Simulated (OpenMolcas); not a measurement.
# Ionisation energies of caesium

- Program: OpenMolcas
- Basis: ANO-R2 [7s6p4d1f1g]
- Scalar Hamiltonian: X2C, finite nucleus
- Spin-orbit coupling: RASSI with atomic mean-field integrals over the reference wave functions, term energies averaged over their components

Active shells in each charge state: the valence s, p, d shells, with orbitals averaged over the low states. Where CASPT2's correlated closed shells are named, they are those of the first ion.

A. CASSCF
B. SS-CASPT2, IPEA 0.25 Eh, imaginary shift 0.1 Eh (closed shells correlated: 5s 5p)
C. SS-CASPT2, IPEA 0.25 Eh, imaginary shift 0.1 Eh (closed shells correlated: 4d 5s 5p)
D. SS-CASPT2, IPEA 0.25 Eh, imaginary shift 0.1 Eh (closed shells correlated: none)
E. SS-CASPT2, IPEA 0 Eh, imaginary shift 0.1 Eh (closed shells correlated: 5s 5p)

Energies in eV between the lowest computed levels, named as in B; reference values from the NIST Atomic Spectra Database with their kind.

| From | To | A | B | C | D | E | Spin-orbit share in B | Reference |
| --- | --- | --- | --- | --- | --- | --- | --- | --- |
| Cs 6s ²S_1/2 | Cs+ 5p⁶ ¹S₀ | 3.473 | 3.735 | 3.749 | 3.473 | 3.762 | +0.000 | 3.894 (measured) |

Error against the reference values, in %:

| From | Reference | A | B | C | D | E |
| --- | --- | --- | --- | --- | --- | --- |
| Cs | measured | -10.8 | -4.1 | -3.7 | -10.8 | -3.4 |

Absolute error against the one measured value: A 0.42 eV, B 0.16 eV, C 0.14 eV, D 0.42 eV, E 0.13 eV.

The lowest level within the active space need not be the ion's true ground level.
